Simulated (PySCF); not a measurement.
Exercise with solution: dipole moment from atomic charges

SbF4, SMILES [F][Sb]([F])([F])[F], multiplicity 2. Atoms are numbered in the order given.

```xyz
5

Sb     0.0000     0.0000    -0.1872
F      1.4516     0.0000     1.0557
F      0.0000    -1.9426    -0.5252
F     -1.4516     0.0000     1.0557
F      0.0000     1.9426    -0.5252
```
Charge 0, spin multiplicity 2.

Geometry optimised at B3LYP-D3(BJ)/def2-SVP. The multiplicity is an assumed one; other spin states were not compared. The isomer is the one that the SMILES or the coordinates give; other isomers of the formula were not compared. The def2 effective core potentials stand for the cores of Sb; spin–orbit coupling is left out.

Charges (e) from r2SCAN/def2-TZVP in PySCF:

```
atom  ESP fit  Mulliken
----  -------  --------
Sb1     1.099     1.551
F2     -0.258    -0.398
F3     -0.292    -0.377
F4     -0.258    -0.398
F5     -0.292    -0.377
```

The dipole moment of the full density is 2.10 D.

**Question.** What dipole moment does each set of point charges give, and which comes closer to that of the density?

**Answer.** 
μ = Σ q r, and 1 e Å = 4.8032 D.
ESP fit: Σ q r = (0.000, 0.000, -0.444) e Å, |μ| = 2.13 D.
Mulliken: Σ q r = (0.000, 0.000, -0.735) e Å, |μ| = 3.53 D.
ESP fit comes closer in size. Point charges leave out the atoms' own dipoles (lone pairs, polarised bonds); fits to the potential absorb them, partitions of the density don't.
